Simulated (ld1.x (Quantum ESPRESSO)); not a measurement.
# PBEsol TM dataset for arsenic, scalar-relativistic all-electron reference.

arsenic, norm-conserving Troullier–Martins (Kleinman–Bylander form), made with ld1.x (Quantum ESPRESSO) 7.5 (PBEsol, scalar-relativistic). Core [Ar], reference 3d10 4s1.75 4p3.25. Waves: 4p (bound): rc 1.75 bohr; 3d (bound): rc 1.15 bohr; 4s (bound): rc 1.45 bohr. Local part: the s channel. Core correction: a·sin(br)/r model core, default radius (core density twice the valence density).

(1) Is a potential produced?

Answers

(1) No. ld1.x (Quantum ESPRESSO) 7.5 stopped with "run_pseudo: Errors in PS-KS equation": the pseudo-atom solver did not find the valence states with the expected number of nodes, which is the usual sign of a ghost state.
